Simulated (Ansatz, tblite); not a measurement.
Forces on the cluster Cd₄S₅ at its PBE-D4/def2-SVP geometry. Charge 0, multiplicity 1.

In the def2 sets Cd takes a core potential; there is no spin–orbit coupling. The xTB rows come from tblite. The structure comes from a short search, and lower isomers may exist.

GFN1-xTB (tblite), largest force 0.94 eV/Å:

```xyz
9
positions Å, forces eV/Å
Cd    1.156    1.182   -1.008   -0.005    0.085   -0.058
Cd    1.515   -1.493    0.811   -0.095    0.087   -0.046
Cd   -0.708    0.504    1.707    0.045   -0.106    0.020
Cd   -1.107   -1.300   -0.868    0.055   -0.062    0.083
S    -2.111    1.082   -0.430    0.468    0.520   -0.438
S    -0.923    2.433   -1.562   -0.328   -0.696    0.538
S     1.277   -1.307   -1.755   -0.186    0.104    0.443
S    -0.882   -2.081    1.596    0.332    0.414   -0.342
S     1.784    0.980    1.509   -0.286   -0.346   -0.200
```

GFN2-xTB (tblite), largest force 0.73 eV/Å:

```
Cd 0.161 -0.010 -0.017
Cd 0.118 -0.035 0.005
Cd -0.042 0.021 0.204
Cd -0.085 -0.175 -0.076
S 0.237 0.550 -0.423
S -0.478 -0.406 0.358
S -0.002 -0.022 0.110
S 0.112 0.184 -0.147
S -0.022 -0.109 -0.016
```

PBE-D4/def2-TZVP (Ansatz), largest force 0.44 eV/Å:

```
Cd -0.096 -0.078 0.070
Cd -0.137 0.112 -0.058
Cd 0.082 -0.083 -0.141
Cd 0.119 0.090 0.106
S 0.300 0.204 -0.190
S -0.157 -0.325 0.252
S -0.078 0.061 0.123
S 0.076 0.100 -0.083
S -0.110 -0.080 -0.080
```
